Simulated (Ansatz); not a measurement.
Ansatz (a quantum-chemistry and plane-wave program) input (B3LYP/6-31G* with LANL2DZ past Ar): The .json file joins the Basis Set Exchange's 6-31G* for atoms up to Ar and LANL2DZ past it.

Ansatz 0.2 input:
```yaml
crystal:
  periodic: [false, false, false]
  atoms:
    - {symbol: C, position_ang: [1.89578899, 0.13841518, 0.20319586]}
    - {symbol: Ge, position_ang: [0.01340488, -0.00051971, -0.00059275]}
    - {symbol: F, position_ang: [-0.68929653, 1.51730863, -0.25181072]}
    - {symbol: F, position_ang: [-0.46559098, -0.96303361, -1.30822841]}
    - {symbol: F, position_ang: [-0.70276122, -0.68184115, 1.37185390]}
    - {symbol: H, position_ang: [2.46213961, 0.91277429, -0.30379940]}
    - {symbol: H, position_ang: [2.45300877, -0.57853939, 0.79725942]}
basis:
  gaussian:
    orbitals: 6-31Gs+LANL2DZ.json
hamiltonian:
  xc: {name: B3LYP}
magnetization: {spin_polarized: true, initial_magnetization: 1}
phonons: {temperatures: {t_min: 298.15, t_max: 298.15, t_step: 100}}
```

Output:

```
Functional definition: B3LYP
integrals: 0.02 GiB planned
757 factors; integrals over basis functions are off by at most 4.3e-4 eV
mean field: 0.34 GiB planned
mean field evaluation 1: about -9318.5500 eV, gradient 4.1e1 eV
mean field evaluation 2: about -9314.4596 eV, gradient 5.6e1 eV
mean field evaluation 4: about -9324.0355 eV, gradient 1.0e0 eV
mean field evaluation 8: about -9324.0623 eV, gradient 3.8e-2 eV
mean field evaluation 16: about -9324.0624 eV, gradient 3.2e-5 eV
mean field -9324.06235169 eV, -342.6529713480 hartree, gradient 3.2e-5 eV, S^2 0.753539; 0 other end points of the search recorded, 0 dependent functions left out
the calculation of the forces begins
reference -9324.06255601 eV, -342.6529788567 hartree; 20, 19 occupied and 52, 53 virtual orbitals, 757 factors
these checks for a lower state are left out or cut short: stability, starts, cluster_reference, orbital_swaps, neighbouring_geometries, increment
integrals: 0.02 GiB planned
757 factors; integrals over basis functions are off by at most 4.3e-4 eV
mean field: 0.34 GiB planned
mean field -9324.06233584 eV, -342.6529707658 hartree, gradient 9.7e-7 eV, S^2 0.753538; 0 other end points of the search recorded, 0 dependent functions left out
the calculation of the forces begins
reference -9324.06254015 eV, -342.6529782741 hartree; 20, 19 occupied and 52, 53 virtual orbitals, 757 factors
these checks for a lower state are left out or cut short: stability, starts, cluster_reference, orbital_swaps, neighbouring_geometries, increment
integrals: 0.02 GiB planned
757 factors; integrals over basis functions are off by at most 4.3e-4 eV
mean field: 0.34 GiB planned
mean field -9324.06233739 eV, -342.6529708225 hartree, gradient 2.8e-6 eV, S^2 0.753540; 0 other end points of the search recorded, 0 dependent functions left out
the calculation of the forces begins
reference -9324.06254172 eV, -342.6529783315 hartree; 20, 19 occupied and 52, 53 virtual orbitals, 757 factors
these checks for a lower state are left out or cut short: stability, starts, cluster_reference, orbital_swaps, neighbouring_geometries, increment
integrals: 0.02 GiB planned
757 factors; integrals over basis functions are off by at most 4.3e-4 eV
mean field: 0.34 GiB planned
mean field evaluation 32: about -9324.0621 eV, gradient 1.7e-1 eV
mean field -9324.06219199 eV, -342.6529654794 hartree, gradient 2.5e-6 eV, S^2 0.753541; 0 other end points of the search recorded, 0 dependent functions left out
the calculation of the forces begins
reference -9324.06239632 eV, -342.6529729882 hartree; 20, 19 occupied and 52, 53 virtual orbitals, 757 factors
these checks for a lower state are left out or cut short: stability, starts, cluster_reference, orbital_swaps, neighbouring_geometries, increment
integrals: 0.02 GiB planned
757 factors; integrals over basis functions are off by at most 4.4e-4 eV
mean field: 0.34 GiB planned
mean field -9324.06219778 eV, -342.6529656922 hartree, gradient 2.1e-6 eV, S^2 0.753537; 0 other end points of the search recorded, 0 dependent functions left out
the calculation of the forces begins
reference -9324.06240210 eV, -342.6529732007 hartree; 20, 19 occupied and 52, 53 virtual orbitals, 757 factors
these checks for a lower state are left out or cut short: stability, starts, cluster_reference, orbital_swaps, neighbouring_geometries, increment
integrals: 0.02 GiB planned
757 factors; integrals over basis functions are off by at most 4.3e-4 eV
mean field: 0.34 GiB planned
mean field -9324.06222303 eV, -342.6529666199 hartree, gradient 1.2e-6 eV, S^2 0.753538; 0 other end points of the search recorded, 0 dependent functions left out
the calculation of the forces begins
reference -9324.06242735 eV, -342.6529741287 hartree; 20, 19 occupied and 52, 53 virtual orbitals, 757 factors
these checks for a lower state are left out or cut short: stability, starts, cluster_reference, orbital_swaps, neighbouring_geometries, increment
integrals: 0.02 GiB planned
757 factors; integrals over basis functions are off by at most 4.3e-4 eV
mean field: 0.34 GiB planned
mean field -9324.06221754 eV, -342.6529664184 hartree, gradient 1.4e-6 eV, S^2 0.753540; 0 other end points of the search recorded, 0 dependent functions left out
the calculation of the forces begins
reference -9324.06242186 eV, -342.6529739270 hartree; 20, 19 occupied and 52, 53 virtual orbitals, 757 factors
these checks for a lower state are left out or cut short: stability, starts, cluster_reference, orbital_swaps, neighbouring_geometries, increment
integrals: 0.02 GiB planned
757 factors; integrals over basis functions are off by at most 4.3e-4 eV
mean field: 0.34 GiB planned
mean field -9324.06222008 eV, -342.6529665116 hartree, gradient 2.5e-6 eV, S^2 0.753532; 0 other end points of the search recorded, 0 dependent functions left out
[...]
mean field -9324.06227388 eV, -342.6529684887 hartree, gradient 1.3e-6 eV, S^2 0.753538; 0 other end points of the search recorded, 0 dependent functions left out
the calculation of the forces begins
reference -9324.06247819 eV, -342.6529759969 hartree; 20, 19 occupied and 52, 53 virtual orbitals, 757 factors
these checks for a lower state are left out or cut short: stability, starts, cluster_reference, orbital_swaps, neighbouring_geometries, increment
integrals: 0.02 GiB planned
757 factors; integrals over basis functions are off by at most 4.3e-4 eV
mean field: 0.34 GiB planned
mean field evaluation 96: about -9324.0623 eV, gradient 3.6e-5 eV
mean field -9324.06234282 eV, -342.6529710221 hartree, gradient 1.2e-6 eV, S^2 0.753539; 0 other end points of the search recorded, 0 dependent functions left out
the calculation of the forces begins
reference -9324.06254714 eV, -342.6529785308 hartree; 20, 19 occupied and 52, 53 virtual orbitals, 757 factors
these checks for a lower state are left out or cut short: stability, starts, cluster_reference, orbital_swaps, neighbouring_geometries, increment
integrals: 0.02 GiB planned
757 factors; integrals over basis functions are off by at most 4.3e-4 eV
mean field: 0.34 GiB planned
mean field -9324.06234359 eV, -342.6529710506 hartree, gradient 1.3e-6 eV, S^2 0.753539; 0 other end points of the search recorded, 0 dependent functions left out
the calculation of the forces begins
reference -9324.06254791 eV, -342.6529785592 hartree; 20, 19 occupied and 52, 53 virtual orbitals, 757 factors
these checks for a lower state are left out or cut short: stability, starts, cluster_reference, orbital_swaps, neighbouring_geometries, increment
integrals: 0.02 GiB planned
757 factors; integrals over basis functions are off by at most 4.3e-4 eV
mean field: 0.34 GiB planned
mean field -9324.06226290 eV, -342.6529680852 hartree, gradient 2.2e-6 eV, S^2 0.753538; 0 other end points of the search recorded, 0 dependent functions left out
the calculation of the forces begins
reference -9324.06246721 eV, -342.6529755934 hartree; 20, 19 occupied and 52, 53 virtual orbitals, 757 factors
these checks for a lower state are left out or cut short: stability, starts, cluster_reference, orbital_swaps, neighbouring_geometries, increment
integrals: 0.02 GiB planned
757 factors; integrals over basis functions are off by at most 4.3e-4 eV
mean field: 0.34 GiB planned
mean field -9324.06226595 eV, -342.6529681972 hartree, gradient 1.8e-6 eV, S^2 0.753539; 0 other end points of the search recorded, 0 dependent functions left out
the calculation of the forces begins
reference -9324.06247028 eV, -342.6529757064 hartree; 20, 19 occupied and 52, 53 virtual orbitals, 757 factors
these checks for a lower state are left out or cut short: stability, starts, cluster_reference, orbital_swaps, neighbouring_geometries, increment
integrals: 0.02 GiB planned
757 factors; integrals over basis functions are off by at most 4.3e-4 eV
mean field: 0.34 GiB planned
mean field -9324.06234132 eV, -342.6529709672 hartree, gradient 1.4e-6 eV, S^2 0.753539; 0 other end points of the search recorded, 0 dependent functions left out
the calculation of the forces begins
reference -9324.06254564 eV, -342.6529784756 hartree; 20, 19 occupied and 52, 53 virtual orbitals, 757 factors
these checks for a lower state are left out or cut short: stability, starts, cluster_reference, orbital_swaps, neighbouring_geometries, increment
integrals: 0.02 GiB planned
757 factors; integrals over basis functions are off by at most 4.3e-4 eV
mean field: 0.34 GiB planned
mean field evaluation 128: about -9324.0623 eV, gradient 3.4e-5 eV
mean field -9324.06234201 eV, -342.6529709924 hartree, gradient 1.2e-6 eV, S^2 0.753539; 0 other end points of the search recorded, 0 dependent functions left out
the calculation of the forces begins
reference -9324.06254634 eV, -342.6529785013 hartree; 20, 19 occupied and 52, 53 virtual orbitals, 757 factors
these checks for a lower state are left out or cut short: stability, starts, cluster_reference, orbital_swaps, neighbouring_geometries, increment
integrals: 0.02 GiB planned
757 factors; integrals over basis functions are off by at most 4.3e-4 eV
mean field: 0.34 GiB planned
mean field -9324.06231334 eV, -342.6529699386 hartree, gradient 1.5e-6 eV, S^2 0.753543; 0 other end points of the search recorded, 0 dependent functions left out
the calculation of the forces begins
reference -9324.06251767 eV, -342.6529774477 hartree; 20, 19 occupied and 52, 53 virtual orbitals, 757 factors
these checks for a lower state are left out or cut short: stability, starts, cluster_reference, orbital_swaps, neighbouring_geometries, increment
integrals: 0.02 GiB planned
757 factors; integrals over basis functions are off by at most 4.3e-4 eV
mean field: 0.34 GiB planned
mean field -9324.06231042 eV, -342.6529698314 hartree, gradient 1.6e-6 eV, S^2 0.753535; 0 other end points of the search recorded, 0 dependent functions left out
the calculation of the forces begins
reference -9324.06251473 eV, -342.6529773397 hartree; 20, 19 occupied and 52, 53 virtual orbitals, 757 factors
these checks for a lower state are left out or cut short: stability, starts, cluster_reference, orbital_swaps, neighbouring_geometries, increment
integrals: 0.02 GiB planned
757 factors; integrals over basis functions are off by at most 4.3e-4 eV
mean field: 0.34 GiB planned
mean field -9324.06229315 eV, -342.6529691969 hartree, gradient 2.4e-6 eV, S^2 0.753545; 0 other end points of the search recorded, 0 dependent functions left out
the calculation of the forces begins
reference -9324.06249748 eV, -342.6529767057 hartree; 20, 19 occupied and 52, 53 virtual orbitals, 757 factors
these checks for a lower state are left out or cut short: stability, starts, cluster_reference, orbital_swaps, neighbouring_geometries, increment
integrals: 0.02 GiB planned
757 factors; integrals over basis functions are off by at most 4.3e-4 eV
mean field: 0.34 GiB planned
mean field -9324.06229061 eV, -342.6529691035 hartree, gradient 2.4e-6 eV, S^2 0.753533; 0 other end points of the search recorded, 0 dependent functions left out
the calculation of the forces begins
reference -9324.06249492 eV, -342.6529766119 hartree; 20, 19 occupied and 52, 53 virtual orbitals, 757 factors
these checks for a lower state are left out or cut short: stability, starts, cluster_reference, orbital_swaps, neighbouring_geometries, increment
integrals: 0.02 GiB planned
757 factors; integrals over basis functions are off by at most 4.3e-4 eV
mean field: 0.34 GiB planned
mean field evaluation 160: about -9324.0623 eV, gradient 1.6e-6 eV
mean field -9324.06232363 eV, -342.6529703170 hartree, gradient 1.6e-6 eV, S^2 0.753535; 0 other end points of the search recorded, 0 dependent functions left out
the calculation of the forces begins
reference -9324.06252795 eV, -342.6529778257 hartree; 20, 19 occupied and 52, 53 virtual orbitals, 757 factors
these checks for a lower state are left out or cut short: stability, starts, cluster_reference, orbital_swaps, neighbouring_geometries, increment
integrals: 0.02 GiB planned
757 factors; integrals over basis functions are off by at most 4.3e-4 eV
mean field: 0.34 GiB planned
mean field -9324.06232459 eV, -342.6529703523 hartree, gradient 2.1e-6 eV, S^2 0.753542; 0 other end points of the search recorded, 0 dependent functions left out
the calculation of the forces begins
reference -9324.06252891 eV, -342.6529778609 hartree; 20, 19 occupied and 52, 53 virtual orbitals, 757 factors
Total energy: -9324.06255601 eV, -342.6529788567 hartree
Atom 0 at     1.895789     0.138415     0.203196 Å, force    -0.001355    -0.000179    -0.000254 eV/Å
Atom 1 at     0.013405    -0.000520    -0.000593 Å, force     0.000254     0.000561     0.000762 eV/Å
Atom 2 at    -0.689297     1.517309    -0.251811 Å, force     0.000074    -0.000109    -0.000160 eV/Å
Atom 3 at    -0.465591    -0.963034    -1.308228 Å, force    -0.000205    -0.000277    -0.000376 eV/Å
Atom 4 at    -0.702761    -0.681841     1.371854 Å, force     0.000074    -0.000122    -0.000151 eV/Å
Atom 5 at     2.462140     0.912774    -0.303799 Å, force     0.000581     0.000462    -0.000204 eV/Å
Atom 6 at     2.453009    -0.578539     0.797259 Å, force     0.000576    -0.000336     0.000384 eV/Å
Dipole moment:     0.654146     0.037444     0.056140 e Å
Vibrations: 37.51 185.49 190.14 253.20 257.65 289.49 555.77 654.97 726.95 744.38 746.41 785.96 1413.71 3187.12 3295.60 cm⁻¹, zero-point energy 0.826003 eV
```

The blocks after the first are displaced geometries, from whose forces the wavenumbers follow.
